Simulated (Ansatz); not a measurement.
Correlation energies of C₂F₆NO₄S₂− (`O=S(=O)([N-]S(=O)(=O)C(F)(F)F)C(F)(F)F`) by basis set

```xyz
15

O    -0.522    0.391   -1.879
S     0.620    0.682   -1.065
O     1.921    0.671   -1.665
N     0.698   -0.039    0.332
S    -0.498   -0.689    1.122
O    -1.817   -0.261    0.765
O    -0.147   -0.769    2.510
C    -0.421   -2.452    0.561
F     0.759   -3.002    0.843
F    -1.364   -3.163    1.187
F    -0.626   -2.560   -0.748
C     0.391    2.454   -0.575
F    -0.741    2.635    0.097
F     1.398    2.882    0.185
F     0.350    3.220   -1.670
```

Total charge -1; spin multiplicity 1. The structure was optimised at the PBE0-D4/def2-TZVPD level. It is one conformer, not always the lowest. Frozen core, restricted reference, Ansatz. CBS rows extrapolate triple and quadruple zeta; past MP2 they add the triple-zeta difference.

| basis | HF (Eh) | MP2 corr. |
| --- | --- | --- |
| def2-SVPD | -1820.21324 | -2.67224 |
| def2-TZVPPD | -1821.81213 | -3.34091 |
| def2-QZVPPD | -1821.88080 | -3.61733 |

Q: Estimate the CCSD correlation energy and the (T) correction in each basis where they were run (hartree).

A: 
| basis | CCSD corr. | (T) |
| --- | --- | --- |
| def2-SVPD | -2.68307 | -0.09069 |
| def2-TZVPPD | -3.32536 | -0.13719 |
| CBS(def2) | -3.80653 | as TZ |
